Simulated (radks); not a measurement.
Fractional charge and spin in the 5p shell of erbium: the spin-up occupation runs from 2 to 3 and the spin-down occupation from 2 to 3; the fullest corner is Er, [Kr] 4d10 4f(up 6, down 6) 5s2 6s2 5p(up 3, down 3). Method: scalar-relativistic Kohn-Sham, PBE, spin-polarised, spherical densities, finite nucleus; Fermi nuclear charge, rms radius of each element as measured or else 0.836 A^(1/3) + 0.57 fm; computed with a radial shooting solver on a logarithmic mesh with Libxc functionals. Energy (eV) minus the two flat planes that join the four corners (they meet along the diagonal where the two added fractions sum to one electron); zero is where a piecewise linear energy would lie.

\begin{tabular}{lrrr}
down \ up & 2 & 2.5 & 3 \\ \hline
2 & 0.000 & -1.523 & 0.000 \\
2.5 & -1.523 & 0.220 & -1.348 \\
3 & 0.000 & -1.348 & 0.000 \\
\end{tabular}

Corners above the fullest one (they belong to Er+ and the next ion): (up 3, down 2) 31.590 eV, (up 2, down 3) 31.590 eV, (up 2, down 2) 75.588 eV. With half an added electron in each spin the energy lies 0.220 eV from the planes, and with half an added electron in spin up alone -1.523 eV. The planes are only a guide here: the flat-plane condition holds for ground states with one frontier orbital, while this shell lies below other occupied shells, so the corners above the fullest one are inner-hole states and not the ground states of those ions.
